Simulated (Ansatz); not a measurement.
Cost and result for the atomization energy of C₂H₇AlOSi, SMILES `[CH3][Al]1[O][CH]1[SiH3]` (12 atoms, 12 bonds).

```xyz
12

C    -1.475   -0.838   -2.117
Al   -0.411   -0.674   -0.514
O     1.105   -1.130    0.123
C     0.365   -0.335    1.172
Si    1.178    1.282    1.584
H    -0.967   -0.352   -2.955
H    -2.460   -0.381   -2.003
H    -1.610   -1.891   -2.377
H     0.098   -0.952    2.033
H     1.334    2.085    0.335
H     0.313    2.049    2.524
H     2.530    1.138    2.195
```

The species carries charge 0 and has multiplicity 1. The geometry is a stationary point of PBE0-D4/def2-TZVP. Program: Ansatz. All runs use 4 threads of an Arm Neoverse V1 on a shared host. Times are those of one run each, without the atoms' runs, and a repeat can differ threefold. Electronic energies, without spin–orbit coupling; frozen cores. CCSD(T)/CBS adds CCSD(T) − MP2 in def2-TZVPP to the MP2 limit, and its time is that of the two runs behind it. T1 = 0.015. B3LYP takes the VWN-RPA correlation (the form of Gaussian; ORCA's B3LYP/G). HSE06 is the plane-wave form, built on full-range PBE exchange.

CCSD(T)/CBS is a level of theory with its own doubt, some kJ/mol a heavy atom from the limit and from the frozen cores, so smaller differences don't rank the functionals.

```json
{"level": "PBE-D4/def2-TZVPP (with forces)", "functions": "275", "wall time": "2.8 s", "atomization (kJ/mol)": "4226.9", "difference from CCSD(T)/CBS": "46.9", "per bond": "3.9"}
{"level": "BHLYP-D4/def2-TZVPP", "functions": "275", "wall time": "3.7 s", "atomization (kJ/mol)": "4053.1", "difference from CCSD(T)/CBS": "-126.9", "per bond": "-10.6"}
{"level": "HSE06-D4/def2-TZVPP", "functions": "275", "wall time": "4 s", "atomization (kJ/mol)": "4162.6", "difference from CCSD(T)/CBS": "-17.4", "per bond": "-1.4"}
{"level": "CAM-B3LYP-D4/def2-TZVPP", "functions": "275", "wall time": "4 s", "atomization (kJ/mol)": "4184.5", "difference from CCSD(T)/CBS": "4.5", "per bond": "0.4"}
{"level": "CCSD(T)/def2-SVP", "functions": "113", "wall time": "5.5 s", "atomization (kJ/mol)": "3925.3", "difference from CCSD(T)/CBS": "-254.7", "per bond": "-21.2"}
{"level": "B3LYP-D4/def2-TZVPP (with forces)", "functions": "275", "wall time": "6 s", "atomization (kJ/mol)": "4164.3", "difference from CCSD(T)/CBS": "-15.7", "per bond": "-1.3"}
{"level": "r2SCANh-D4/def2-TZVPP", "functions": "275", "wall time": "6 s", "atomization (kJ/mol)": "4167.9", "difference from CCSD(T)/CBS": "-12.1", "per bond": "-1.0"}
{"level": "B2PLYP/def2-TZVPP", "functions": "275", "wall time": "6.5 s", "atomization (kJ/mol)": "4125.4", "difference from CCSD(T)/CBS": "-54.6", "per bond": "-4.5"}
{"level": "PBE-QIDH/def2-TZVPP", "functions": "275", "wall time": "6.5 s", "atomization (kJ/mol)": "4139.4", "difference from CCSD(T)/CBS": "-40.6", "per bond": "-3.4"}
{"level": "ωB97X-V/def2-TZVPP", "functions": "275", "wall time": "9.5 s", "atomization (kJ/mol)": "4191.4", "difference from CCSD(T)/CBS": "11.4", "per bond": "1.0"}
{"level": "MP2/def2-QZVPP", "functions": "521", "wall time": "27 s", "atomization (kJ/mol)": "4194.1", "difference from CCSD(T)/CBS": "14.1", "per bond": "1.2"}
{"level": "CCSD(T)/def2-TZVPP", "functions": "275", "wall time": "3 min", "atomization (kJ/mol)": "4067.9", "difference from CCSD(T)/CBS": "-112.1", "per bond": "-9.3"}
{"level": "CCSD(T)/CBS(def2)", "functions": "–", "wall time": "3.4 min", "atomization (kJ/mol)": "4180.0", "difference from CCSD(T)/CBS": "0.0", "per bond": "0.0"}
```

The D4 term adds +37.6 kJ/mol with B3LYP and +19.8 kJ/mol with PBE0; it sums over pairs of atoms, weighted by their polarisabilities, and B3LYP, whose exchange is more repulsive, gets the larger term. At CCSD(T), def2-SVP lies −254.7 kJ/mol from the extrapolated value and def2-TZVPP −112.1 kJ/mol: correlation converges slowly with the basis, and small sets miss more of it in the bonded molecule than in its fragments. Leaving LDA and LC-ωPBE aside and taking each functional with its dispersion term where it has one, the values spread over 173.8 kJ/mol, from BHLYP-D4 to PBE-D4. LDA lies +536.5 kJ/mol from PBE without D4, its usual overbinding.
